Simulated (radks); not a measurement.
Question: The iron ion Fe23+, [He] 2s1. All-electron calculation, non-relativistic Kohn-Sham, r2SCAN, spin-polarised, spherical densities, point nucleus; meta-GGA in the generalised Kohn-Sham scheme. Program: a radial shooting solver on a logarithmic mesh with Libxc functionals. Every spin shell is full or empty, so the densities are truly spherical. Functionals are evaluated on that one density, not self-consistently. Rank these orbital-free kinetic functionals by their error against the exact value of the orbitals, and give that value: Thomas-Fermi, TF + vW, TF + vW/5, LC94, APBEK, Perdew 92, Thakkar, LKT.

Answer: Exact: 734.209 hartree. From best to worst, with 100 (|E| - |E exact|)/|E exact| (equal figures are ties): APBEK +0.12, LC94 +0.17, Thakkar +0.34, Perdew 92 +0.39, TF + vW/5 +8.60, Thomas-Fermi -9.93, LKT +54.58, TF + vW +82.71.
